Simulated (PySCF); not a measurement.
From one molecule to another.

First species: B2F2H3N.
Numbering: `[NH2:1][BH:2][B:3]([F:4])[F:5]` (hydrogens: H6, H7 on N1; H8 on B2)

Second species: C6H7 (charge +1).
InChI=1S/C6H7/c1-2-4-6-5-3-1/h1-5H,6H2/q+1

Levels: wB97X-D/def2-SVPD for HOMO energy, LUMO energy, HOMO–LUMO gap, static isotropic polarisability and electronic spatial extent ⟨r²⟩ about the centre of nuclear charge; TDDFT wB97X-D/def2-SVPD for lowest singlet excitation; TDA wB97X-D/def2-SVPD for lowest triplet excitation (Tamm–Dancoff); ΔSCF wB97X-D/def2-SVPD for vertical ionisation energy; PBE0-D3(BJ)/def2-SVP for rotational constant A and rotational constant C. Geometries: PBE0-D3(BJ)/def2-SVP. Each structure is a single optimised conformer of the isolated species, non-relativistic unless stated; the electronic structure was computed with PySCF and density fitting.

Dipoles, sizes and rotational constants follow the conformer. The torsions of the flexible species, by atom-mapped SMILES:
- `[NH2:1][BH:2][B:3]([F:4])[F:5]`: N1–B2–B3–F4 -88°, H–N1–B2–B3 -179°, H–N1–B2–B3 0°

Values for the first species:

```
HOMO energy                                                       : -10.60 eV
LUMO energy                                                       : 1.40 eV
HOMO–LUMO gap                                                     : 12.00 eV
Lowest singlet excitation                                         : 6.61 eV
Lowest triplet excitation (Tamm–Dancoff)                          : 5.91 eV
Static isotropic polarisability                                   : 37.5 au
Vertical ionisation energy                                        : 11.23 eV
Electronic spatial extent ⟨r²⟩ about the centre of nuclear charge : 465 bohr²
Rotational constant A                                             : 8.762 GHz
Rotational constant C                                             : 2.491 GHz
```

Q: Estimate the same properties for the second species, and the change in each.

A: 
| property | first | second | second less first |
| --- | --- | --- | --- |
| HOMO energy | -10.60 eV | -15.09 eV | -4.49 eV |
| LUMO energy | 1.40 eV | -6.81 eV | -8.21 eV |
| HOMO–LUMO gap | 12.00 eV | 8.28 eV | -3.72 eV |
| lowest singlet excitation | 6.61 eV | 4.18 eV | -2.43 eV |
| lowest triplet excitation (Tamm–Dancoff) | 5.91 eV | 2.48 eV | -3.43 eV |
| static isotropic polarisability | 37.5 au | 62.8 au | +25.3 au |
| vertical ionisation energy | 11.23 eV | 15.32 eV | +4.09 eV |
| electronic spatial extent ⟨r²⟩ about the centre of nuclear charge | 465 bohr² | 463 bohr² | -2 bohr² |
| rotational constant A | 8.762 GHz | 5.441 GHz | -3.321 GHz |
| rotational constant C | 2.491 GHz | 2.732 GHz | +0.241 GHz |

On the first: S1 lies 5.39 eV below the HOMO–LUMO gap; its leading configuration is HOMO→LUMO+1, weight 0.76. The principal polarisabilities are 33.0, 36.5 and 43.0 au; their mean is the isotropic value.

On the second: The principal polarisabilities are 38.9, 73.1 and 76.4 au; their mean is the isotropic value. No computed singlet falls in the visible range (750 to 380 nm, 1.65 to 3.26 eV); S1 lies 0.92 eV above its blue end.
